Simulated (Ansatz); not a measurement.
# Which method gave which barrier?

Saddle point of Si₂H₇OF, closed shell (Si₂H₅OF ([F][SiH2][O][SiH3]) + H₂ → Si₂H₆O ([SiH3][O][SiH3]) + HF; bonds formed: Si1–H8, F2–H7; bonds broken: Si1–F2, H7–H8), PBE0-D4/def2-TZVP structure:

```xyz
11
angstrom
Si -0.2019 0.0350 1.2633
F 0.5183 -1.5284 0.2811
O -0.3200 0.8467 -0.1343
Si -0.2764 0.5275 -1.7543
H -0.0990 1.1434 2.2501
H -1.3025 -0.8396 1.7092
H 1.1874 -1.1077 1.1938
H 1.3016 -0.4511 1.8944
H -1.1575 -0.6178 -2.0885
H 1.1153 0.2424 -2.1784
H -0.7652 1.7497 -2.4366
```

Program: Ansatz 0.2.0. Basis: def2-TZVPP, with def2-QZVPP for the basis limit. Cores are frozen in the correlated methods. Extrapolation: Hartree–Fock as exp(−7.88 √X), correlation as X^−2.97. Four methods, as single points on the PBE0-D4 structures, gave these electronic barriers from the start structure: 1.904, 2.464, 2.861, 3.414 eV.

Question: The methods were, in alphabetical order, BHLYP-D4, HF, r2SCAN-D4, SPW92. Which gave which? (A judgement: the text doesn't fix the answer.)

Answer: The calculation gives: SPW92 1.904; r2SCAN-D4 2.464; BHLYP-D4 2.861; HF 3.414 eV. For comparison, CCSD(T) at an estimated basis limit (MP2 extrapolated from triple and quadruple zeta, plus CCSD(T) − MP2 in triple zeta) gives 2.729 eV.

No T1 diagnostic of these runs exceeds 0.013.

Labels in which every atom is bracketed show which atoms are joined, not bond orders.

For scale, one of the runs: CCSD(T)/def2-TZVPP, 244 basis functions, launched by `ansatz run in.yaml --threads 4 --pin off --events-out ev --progress --plain --max-ram 9574MiB`. Hardware: 4 CPU threads of an Arm Neoverse V1, shared host. Wall time 120 s; peak host memory 4.7 GiB.
